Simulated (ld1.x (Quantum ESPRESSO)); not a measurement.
The numbers below are computed, except where a source is named.
# Hardness and transferability of assorted potentials

Generated with ld1.x 7.5 (TM, RRKJ, ultrasoft, PAW), atompaw 4.2 or ONCVPSP 4.0.1. The cutoff is in Ry: for ld1.x and atompaw files where the sum of valence levels is converged to 10 mRy in a Bessel basis, for ONCV files where the hardest occupied wave has 1 mHa per electron of residual kinetic energy. The error is the largest all-electron minus pseudo excitation energy over each file’s own four to seven test configurations (ionisations up to +4, promotions, holes and added fractions of an electron), all of which were solved. The labels leave out finer settings (local radius, basis sizes, second energies), which also bear on the numbers. Spin-polarised tests are not counted. The rows are a selection from randomly drawn settings: files with unsolved tests, undetermined cutoffs or missed reference levels are left out.

A true bound ghost makes a file unfit for plane-wave use even where its test errors are small: the radial tests pick states by their node count and pass the ghost by.

```tsv
element	potential	cutoff (Ry)	largest error (meV)	bound ghosts
Ne	PAW, PBE, non-relativistic, rc 0.90/0.80 (sp), local smoothed, core correction yes, reference 2s2 2p6	120	-6.6	none
Cl	TM, PBE, scalar-relativistic, rc 1.35/1.20 (sp), local s, core correction yes, reference 3s2 3p5	60	+194	none
Cd	PAW, PBEsol, scalar-relativistic, rc 2.60/3.15/1.25 (spd), local smoothed, core correction yes, reference 4d10 5s1.75 5p0	70	-586	none
In	ultrasoft, PW91, scalar-relativistic, rc 2.10/3.25/1.95 (spd), local smoothed, core correction yes, reference 4d10 5s2 5p1	30	-25	none
Ta	TM, BLYP, scalar-relativistic, rc 2.20/3.30/2.05 (spd), local smoothed, core correction yes, reference 5d3 6s2 6p0	30	-754	s, p
Os	PAW, LDA (PZ), scalar-relativistic, rc 2.20/3.10/2.45 (spd), local smoothed, core correction yes, reference 5d6 6s1.5 6p0.5	18	-34	s
```

Problem. Fill in the row for Ru: TM semilocal, revPBE, scalar-relativistic, rc 2.65/3.00/1.30 (spd), local p, core correction yes, reference 4d7 5s0.75 5p0.25.

Solution. cutoff 55 Ry, largest error -1085 meV, bound ghosts: none.

Problem. Fill in the row for S: ultrasoft, PBE, non-relativistic, rc 0.75/0.80/0.75 (spd), local d, core correction yes, reference 2s2 2p6 3s2 3p3.5.

Solution. cutoff 230 Ry, largest error -401 meV, bound ghosts: none.

Problem. Fill in the row for Ge: RRKJ, BLYP, scalar-relativistic, rc 1.80/2.45 (sp), local smoothed, core correction no, reference 4s2 4p2.

Solution. cutoff 35 Ry, largest error +454 meV, bound ghosts: none.
